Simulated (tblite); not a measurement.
Species: C13H11N.
Atom-mapped SMILES: `[CH:1](=[CH:2]/[c:3]1[cH:4][cH:5][n:6][cH:7][cH:8]1)/[c:9]1[cH:10][cH:11][cH:12][cH:13][cH:14]1` (hydrogens: H15 on C1; H16 on C2; H17 on C4; H18 on C5; H19 on C7; H20 on C8; H21 on C10; H22 on C11; H23 on C12; H24 on C13; H25 on C14)

Geometry (GFN2-xTB, Å), atoms numbered from 1 in this order:
```
atom  x, y, z in Å
C1    -0.3873   -1.5636    1.2602
C2     0.9446   -1.4892    1.2018
C3     1.7358   -0.5405    0.4217
C4     2.9293   -0.0308    0.9356
C5     3.6726    0.8449    0.1636
N6     3.3246    1.2204   -1.0557
C7     2.2041    0.7237   -1.5551
C8     1.3793   -0.1510   -0.8708
C9    -1.3442   -0.6363    0.6597
C10   -1.1333    0.7420    0.6743
C11   -2.0597    1.5991    0.1130
C12   -3.2104    1.0970   -0.4733
C13   -3.4398   -0.2689   -0.4768
C14   -2.5213   -1.1278    0.0968
H15   -0.8336   -2.3792    1.8167
H16    1.5304   -2.2003    1.7723
H17    3.2591   -0.3058    1.9268
H18    4.5985    1.2662    0.5347
H19    1.9602    1.0460   -2.5594
H20    0.4822   -0.5349   -1.3307
H21   -0.2438    1.1385    1.1411
H22   -1.8846    2.6647    0.1350
H23   -3.9301    1.7691   -0.9164
H24   -4.3407   -0.6654   -0.9224
H25   -2.7030   -2.1936    0.0951
```

Method: GFN2-xTB as coded in tblite; computed harmonic values from a numerical Hessian at the method's own geometry, unscaled. This tight-binding method is rough: wavenumbers can miss measured ones by several per cent, in bad cases by 10 to 20. One conformer, not necessarily the lowest.

Harmonic wavenumbers (cm⁻¹): 33.8, 41.2, 72.3, 141.2, 153.2, 244.6, 248.2, 336.4, 373.2, 396.1, 421.6, 485.9, 502.8, 546.1, 589.6, 628.5, 649.6, 683.2, 710.6, 746.2, 776.4, 792.1, 811.9, 873.6, 877.1, 885.8, 904.9, 915.1, 916.2, 925.1, 929.9, 933.3, 987.3, 1010.3, 1084.2, 1099.9, 1119.0, 1122.8, 1179.5, 1181.9, 1198.0, 1205.8, 1223.1, 1238.5, 1272.8, 1283.8, 1290.4, 1322.2, 1362.6, 1381.3, 1433.2, 1466.8, 1478.5, 1546.9, 1578.4, 1580.2, 1597.9, 1663.8, 3034.5, 3048.5, 3051.2, 3053.5, 3069.1, 3075.9, 3080.0, 3080.6, 3087.9, 3094.7, 3097.3.

A = 1510, B = 443.8, C = 382.0 MHz; mass 181.089 u (most abundant isotopes); point group C1, symmetry number 1.

Question: Zero-point energy?

Answer: Half the sum of the wavenumbers: 43114 cm⁻¹ = 515.76 kJ/mol.

Question: Give the ideal-gas entropy at 400 K and 1 bar in the rigid-rotor, harmonic-oscillator model (classical rotation).

Answer: Translation 179.80, rotation 135.49, vibration 202.98: S = 518.3 J/(mol K).

Question: And Cp and H(400 K) − H(0)?

Answer: Cp = 262.45 J/(mol K), of which vibrations give 229.19 (their classical limit is 69 R = 573.7); H(400 K) − H(0) = 56.00 kJ/mol without the zero-point energy, 42.69 from vibrations.

Question: Which modes carry the vibrational entropy at 400 K?

Answer: 33.8 cm⁻¹: 25.84; 41.2 cm⁻¹: 24.20; 72.3 cm⁻¹: 19.54; 141.2 cm⁻¹: 14.04; 153.2 cm⁻¹: 13.37; 244.6 cm⁻¹: 9.64 J/(mol K); the other 63 give 96.36 together.

Question: What must be added to the electronic energy to get the Gibbs energy at 400 K and 1 bar?

Answer: ZPE + [H(400 K) − H(0)] − T·S = 515.76 + 56.00 − 207.31 = 364.45 kJ/mol.

Question: Blend soft modes into free rotors: weight 1/[1 + (100 cm⁻¹/ν̃)⁴] for the oscillator and the rest for a rotor with moment μB/(μ + B), μ = h/(8π²ν), B = 10⁻⁴⁴ kg m². What vibrational entropy results?

Answer: 183.11 J/(mol K) in place of 202.98, which changes −T·S at 400 K by +7.95 kJ/mol.

Question: How do the functions run with temperature in this model?

Answer: 
| T (K) | S (J/(mol K)) | Cp (J/(mol K)) | H − H(0) (kJ/mol) | G − H(0) (kJ/mol) | ln q(vib) |
| --- | --- | --- | --- | --- | --- |
| 150 | 352.2 | 104.7 | 10.43 | -42.40 | 4.00 |
| 250 | 419.2 | 165.1 | 23.80 | -81.00 | 6.93 |
| 298.15 | 451.0 | 197.3 | 32.52 | -101.95 | 8.38 |
| 600 | 644.5 | 359.6 | 118.90 | -267.78 | 18.13 |
| 900 | 808.3 | 445.9 | 241.00 | -486.48 | 27.85 |

q(vib) and H(0) count from the zero-point level.

Hindered rotation and anharmonicity are outside this model. Other conformers, if any are populated, would add a mixing term that is left out. The structure is chiral; the term R ln 2 for an equal mix with its mirror image is left out.
